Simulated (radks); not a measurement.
Question: Isoelectronic series with 4 electrons, each ion in its NIST ground configuration. All-electron calculation, scalar-relativistic Kohn-Sham, PBE, spin-polarised, spherical densities, finite nucleus; Fermi nuclear charge, rms radius of each element as measured or else 0.836 A^(1/3) + 0.57 fm. Program: a radial shooting solver on a logarithmic mesh with Libxc functionals. Total energies (hartree) and mean radii <r> (bohr):

ion    configuration  E (hartree)      2s       1s
Be          [He] 2s2    -14.63287   2.603   0.4208
C2+         [He] 2s2    -36.47795   1.361   0.2701
N3+         [He] 2s2    -51.16299   1.105   0.2290
O4+         [He] 2s2    -68.35793  0.9308   0.1986
F5+         [He] 2s2    -88.06536  0.8044   0.1754
Ne6+        [He] 2s2   -110.28849  0.7083   0.1570
Mg8+        [He] 2s2   -162.29726  0.5718   0.1297
Al9+        [He] 2s2   -192.09176  0.5216   0.1193
Si10+       [He] 2s2   -224.41967  0.4794   0.1105
P11+        [He] 2s2   -259.28659  0.4435   0.1028
S12+        [He] 2s2   -296.69853  0.4126  0.09615
Cl13+       [He] 2s2   -336.66198  0.3857  0.09028

Estimate the row of B+ ([He] 2s2).

Answer: E (hartree) -24.30114; 2s 1.779; 1s 0.3291.
